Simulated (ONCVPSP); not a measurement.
# Reading a pseudo-wave (In (Z = 49))

Columns: radius, all-electron u(r) and pseudo u(r) of the 4s shell (level -119.47 eV) of indium in the configuration [Ar] 3d10 4s2 4p6 4d10 5s2 5p1; LDA (Perdew-Wang 92), scalar-relativistic, ONCV scheme, ONCVPSP 4.0.1.

```tsv
r (bohr)	all-electron	pseudo
0.075	0.4441	0.0497
0.150	-0.0113	0.1199
0.225	-0.6335	0.2245
0.300	-0.6576	0.3675
0.375	-0.2669	0.5413
0.450	0.2453	0.7299
0.525	0.6980	0.9123
0.600	1.0201	1.0670
0.675	1.2034	1.1757
0.750	1.2713	1.2281
0.825	1.2546	1.2223
0.900	1.1828	1.1661
0.975	1.0795	1.0733
1.050	0.9618	0.9603
1.125	0.8417	0.8414
1.200	0.7265	0.7262
1.275	0.6201	0.6199
1.350	0.5247	0.5245
1.425	0.4408	0.4407
1.500	0.3681	0.3680
1.575	0.3059	0.3058
1.650	0.2532	0.2532
1.725	0.2089	0.2088
1.800	0.1718	0.1718
1.875	0.1410	0.1409
1.950	0.1154	0.1153
```

Problem. How many radial nodes do the two functions have?

Solution. The all-electron 4s function has n − l − 1 = 3 (the table is too coarse to show those close to the nucleus); the pseudo-wave has 0, since the states of the same l below it are removed with the core.

Problem. At about which radius was the pseudo-wave matched?

Solution. 1.30 bohr. The columns agree to 0.0005 from 1.12 bohr on; several derivatives are matched, so the curves merge somewhat inside the radius.

Problem. Where does each function peak?

Solution. Outermost all-electron maximum near 0.75 bohr, pseudo maximum near 0.75 bohr (to the table’s step).

Problem. Is the pseudo-wave norm-conserving?

Solution. Yes: the ONCV scheme keeps the norm inside the radius equal to the all-electron one, which fixes the energy derivative of the logarithmic derivative at the level.
